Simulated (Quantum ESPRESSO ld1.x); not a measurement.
Results of a calculation; reference values are marked as such.
Ionisation ladder of tungsten, from W XXIII to W XLIV. Each ion is in the ground configuration listed by NIST, and IE = E(next ion) - E(this ion). Code: ld1.x of Quantum ESPRESSO 7.5. Model: scalar-relativistic Kohn-Sham, LDA (Slater exchange, VWN5 correlation), spin-polarised, spherical densities, point nucleus; open shells are filled with parallel spins first.

species        configuration  IE, Delta-SCF (eV)  <r> HOMO (bohr)
W XXIII        [Kr] 4d10 4f6              641.09            0.473
W XXIV         [Kr] 4d10 4f5              686.89            0.466
W XXV          [Kr] 4d10 4f4              733.77            0.458
W XXVI         [Kr] 4d10 4f3                   ?            0.451
W XXVII        [Kr] 4d10 4f2              830.69            0.444
W XXVIII       [Kr] 4d10 4f1              880.68            0.438
W XXIX             [Kr] 4d10              1135.4            0.449
W XXX               [Kr] 4d9                   ?            0.445
W XXXI              [Kr] 4d8              1234.3            0.441
W XXXII             [Kr] 4d7                   ?            0.438
W XXXIII            [Kr] 4d6              1334.9            0.434
W XXXIV             [Kr] 4d5              1398.3            0.430
W XXXV              [Kr] 4d4              1450.7            0.427
W XXXVI             [Kr] 4d3              1503.7            0.424
W XXXVII            [Kr] 4d2              1557.0            0.420
W XXXVIII           [Kr] 4d1              1610.7            0.417
W XXXIX                 [Kr]              1858.8            0.416
W XL       [Ar] 3d10 4s2 4p5              1912.3            0.413
W XLI      [Ar] 3d10 4s2 4p4              1965.3            0.411
W XLII     [Ar] 3d10 4s2 4p3              2032.2            0.408
W XLIII    [Ar] 3d10 4s2 4p2                   ?            0.406
W XLIV     [Ar] 3d10 4s2 4p1              2141.4            0.404

Estimate the withheld Delta-SCF values.

Answer. W XXVI: 781.72 eV (NIST 784); W XXX: 1184.7 eV (NIST 1180); W XXXII: 1284.4 eV (NIST 1283); W XLIII: 2087.1 eV (NIST 2149).
